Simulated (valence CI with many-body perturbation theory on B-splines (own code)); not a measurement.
Values are calculated unless marked as measured or tabulated.
From CI to CI+MBPT in Hg LXXV

Level of theory: relativistic CI+MBPT: four valence electrons over a frozen Dirac-Fock core [He], radial functions for each j: 11 s, 11 p, 9 d, 7 f, 5 g, 2 h, 1 i, with the one-electron correlation potential Σ1 (screened to all orders), the two-electron term Σ2, the three-electron term Σ3, Breit, model QED; selected single and double excitations, second order for the rest (own B-spline code, finite nucleus).

No measured spectrum was set against this ion. As an estimate, large intervals hold to a few tenths of a per cent, small ones and those within an open d or f shell to about a per cent. Among the levels kept, up to 300 cm⁻¹ of a level comes from second order outside the variational space, and about a tenth of that is noise between levels of different J, which matters for small intervals.

Each rung adds one term. CI alone is the Dirac-Coulomb CI over the frozen core; QED comes last and gives the full result, which names the levels. Energies are above (2s^2 2p1/2^2) J=0 on the same rung, in Ry.

Levels are named by their leading jj configuration (3d3/2^4 stands for four electrons in 3d with j = 3/2), which in mixed levels can hold well under half, so a name can repeat and another be missing. Letters in brackets count levels of one name in rising energy.

| Level | CI alone |
| --- | --- |
| (2s^2 2p1/2 2p3/2) J=1 | 151.40 |
| (2s^2 2p1/2 2p3/2) J=2 | 153.50 |
| (2s 2p1/2^2 2p3/2) J=2 | 177.29 |
| (2s 2p1/2^2 2p3/2) J=1 | 184.19 |
| (2s^2 2p3/2^2) J=2 | 306.59 |
| (2s^2 2p3/2^2) J=0 | 310.93 |
| (2s 2p1/2 2p3/2^2) J=2 [a] | 326.11 |
| (2s 2p1/2 2p3/2^2) J=3 | 330.70 |
| (2s 2p1/2 2p3/2^2) J=0 | 334.22 |
| (2s 2p1/2 2p3/2^2) J=1 [a] | 336.63 |
| (2s 2p1/2 2p3/2^2) J=2 [b] | 337.96 |
| (2s 2p1/2 2p3/2^2) J=1 [b] | 337.53 |
| (2p1/2^2 2p3/2^2) J=2 | 364.44 |
| (2p1/2^2 2p3/2^2) J=0 | 368.94 |
| (2s 2p3/2^3) J=2 | 485.89 |
| (2s 2p3/2^3) J=1 | 492.71 |

**Question.** What do these energies become with core correlation, Breit and QED?

**Answer.** (2s^2 2p1/2 2p3/2) J=1 149.43 (-1.969); (2s^2 2p1/2 2p3/2) J=2 150.76 (-2.741); (2s 2p1/2^2 2p3/2) J=2 174.77 (-2.519); (2s 2p1/2^2 2p3/2) J=1 181.95 (-2.231); (2s^2 2p3/2^2) J=2 302.41 (-4.182); (2s^2 2p3/2^2) J=0 307.60 (-3.330); (2s 2p1/2 2p3/2^2) J=2 [a] 321.90 (-4.215); (2s 2p1/2 2p3/2^2) J=3 325.27 (-5.428); (2s 2p1/2 2p3/2^2) J=0 330.65 (-3.565); (2s 2p1/2 2p3/2^2) J=1 [a] 332.50 (-4.126); (2s 2p1/2 2p3/2^2) J=2 [b] 333.10 (-4.859); (2s 2p1/2 2p3/2^2) J=1 [b] 333.48 (-4.049); (2p1/2^2 2p3/2^2) J=2 359.88 (-4.555); (2p1/2^2 2p3/2^2) J=0 365.26 (-3.682); (2s 2p3/2^3) J=2 479.81 (-6.078); (2s 2p3/2^3) J=1 486.89 (-5.819).

**Question.** How does the ionisation energy move along the ladder, and which term matters most?

**Answer.** CI alone 22177, + Σ1 22178, + Σ2 22178, + Σ3 22178, + Breit 22125, + QED 22124 eV. The largest step is Breit, -53 eV. NIST lists 22120 ± 90 eV (theoretical).
